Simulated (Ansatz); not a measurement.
C₆H₉BrSn⁻, that is Sn(vinyl)3Br with one electron more. Total charge -1; doublet. Geometry PBE-D4/def2-SVP, that of the neutral singlet.

```xyz
17

Sn    0.050   -0.007    0.070
C    -0.036    1.886    1.100
C    -0.821    2.896    0.686
H     0.596    2.009    1.998
H    -1.465    2.807   -0.207
H    -0.854    3.861    1.224
C    -0.681   -1.662    1.243
C    -1.779   -2.357    0.902
H    -0.115   -1.932    2.154
H    -2.367   -2.114   -0.001
H    -2.141   -3.204    1.513
C     1.954   -0.392   -0.866
C     2.098   -0.470   -2.200
H     2.830   -0.529   -0.206
H     1.244   -0.338   -2.888
H     3.080   -0.668   -2.666
Br   -1.594    0.216   -1.856
```

In the def2 sets Sn takes a core potential; there is no spin–orbit coupling. At PBE-D4/def2-TZVPD, PBE0-D4/def2-TZVPD, CAM-B3LYP-D4/def2-TZVPD the highest occupied level of the charge -1 doublet lies above zero (up to 1.97 eV). By energy differences it is unbound by 0.21 eV (vertical, against the charge 0 singlet, at PBE-D4/def2-TZVPD) and held by the finite basis. At PBE-D4/def2-TZVPD an occupied level lies above an empty one. At PBE-D4/def2-TZVPD the gap within one spin of the charge -1 doublet nearly closes, so an electron or hole may be smeared out by delocalisation error.

Problem. Estimate the α-spin orbital energies around the gap (eV) in Ansatz with PBE-D4/def2-TZVPD, PBE0-D4/def2-TZVPD, CAM-B3LYP-D4/def2-TZVPD.

Solution. 
| orbital | PBE-D4/def2-TZVPD | PBE0-D4/def2-TZVPD | CAM-B3LYP-D4/def2-TZVPD |
| --- | --- | --- | --- |
| HOMO−5 | -3.11 | -4.44 | -5.80 |
| HOMO−4 | -2.94 | -4.19 | -5.52 |
| HOMO−3 | -2.89 | -4.17 | -5.52 |
| HOMO−2 | -2.75 | -3.99 | -4.94 |
| HOMO−1 | -2.72 | -3.95 | -4.94 |
| HOMO | 1.97 | 1.67 | 1.10 |
| LUMO | 1.90 | 2.59 | 3.46 |
| LUMO+1 | 2.03 | 2.60 | 3.68 |
| LUMO+2 | 2.50 | 2.88 | 3.69 |
| LUMO+3 | 2.68 | 3.25 | 3.83 |
| LUMO+4 | 2.86 | 3.30 | 3.84 |
| LUMO+5 | 2.89 | 3.44 | 4.03 |
| β HOMO | -2.57 | -3.89 | -4.87 |
| β LUMO | 2.05 | 2.74 | 3.30 |
